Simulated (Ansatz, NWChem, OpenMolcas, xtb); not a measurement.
Ligand exchange: GeH3Br + BF3 → GeH3F + BBrF2

Gas-phase species: GeH3Br `[GeH3][Br]`, singlet; BF3 (boron trifluoride) `FB(F)F`, singlet; GeH3F (fluorogermane) `[F][GeH3]`, singlet; BBrF2 `FB(F)Br`, singlet. The partners trade Br for F: Ge–Br and B–F bonds give way to Ge–F and B–Br.

Shapes, held fixed at every level: PBE0-D4/def2-TZVP. Programs: Ansatz 0.2.0, NWChem 7.3.0, OpenMolcas 26.06, xtb 6.7.1. The zero-point and thermal change to 298 K, harmonic and unscaled (PBE0-D4/def2-TZVP), is -2.2 kJ/mol.

```csv
level,kind,ΔH(298 K) (kJ/mol),less CCSD(T)/def2-TZVPP
GFN1-xTB,semi-empirical,+135.6,+35.2
HF/def2-SVP,Hartree–Fock,+118.7,+18.3
PBE-D4/def2-TZVPP,GGA,+93.0,-7.4
r2SCAN-D4/def2-TZVPP,meta-GGA,+98.1,-2.3
PBE0/def2-SVP,global hybrid,+106.9,+6.5
M06-2X/aug-cc-pVDZ,global hybrid,+91.6,-8.8
MP2/def2-TZVPP,perturbation theory,+99.0,-1.4
CCSD(T)/def2-SVP,coupled cluster or CI,+106.4,+6.0
CCSD(T)/def2-TZVPP,coupled cluster or CI,+100.4,0.0
```

The highest level, CCSD(T)/def2-TZVPP, gives ΔH(298 K) = +100.4 kJ/mol; the levels span +91.6 to +135.6. The column of differences is taken from that level and isn't an error. No measured value is set beside it here. Relativity is left out for Br, Ge. Outer-core shells of Br, Ge are correlated, in sets that cover them unevenly.
